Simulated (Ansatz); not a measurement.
Input for Ansatz (an electronic-structure program): R-PBE0/def2-TZVPPD on HF (SMILES F) with ghost functions, monomers drawn apart or pushed together. Files ending in .json are basis or fitting sets from the Basis Set Exchange.

Ansatz 0.2 input:
```yaml
crystal:
  periodic: [false, false, false]
  atoms:
    - {symbol: F, position_ang: [0.31125763, 0.51762906, -0.58608291]}
    - {symbol: H, position_ang: [0.47660562, 0.05954985, 0.22383835]}
basis:
  gaussian:
    orbitals: def2-TZVPPD.json
    ghost_atoms:
      - {symbol: C, position_ang: [0.24211666, 1.12750456, 3.13246091]}
      - {symbol: S, position_ang: [0.63948887, -0.58002073, 2.62460853]}
      - {symbol: H, position_ang: [-0.12505075, 1.14842682, 4.15537809]}
      - {symbol: H, position_ang: [1.17654863, 1.68212232, 3.07537686]}
      - {symbol: H, position_ang: [-0.47747443, 1.57434919, 2.45147281]}
      - {symbol: H, position_ang: [-0.60756350, -1.07541195, 2.69177677]}
hamiltonian:
  xc: {name: PBE0}
scf: {lower_state_search: off}
```

The head of its log:

```
WARN ansatz: RAYON_NUM_THREADS=1 ignored (pool sized by the plan → 1); use --threads N
Functional definition: PBE0
these checks for a lower state are left out or cut short: stability, starts, cluster_reference, orbital_swaps, neighbouring_geometries, increment
integrals: 0.10 GiB planned
935 factors; their error is unknown
mean field: 0.90 GiB planned
mean field evaluation 1: about -2730.5054 eV, gradient 3.1e1 eV
mean field evaluation 2: about -2728.6517 eV, gradient 4.9e1 eV
```

Problem. Predict the final total energy.

Solution. -100.3956 hartree.
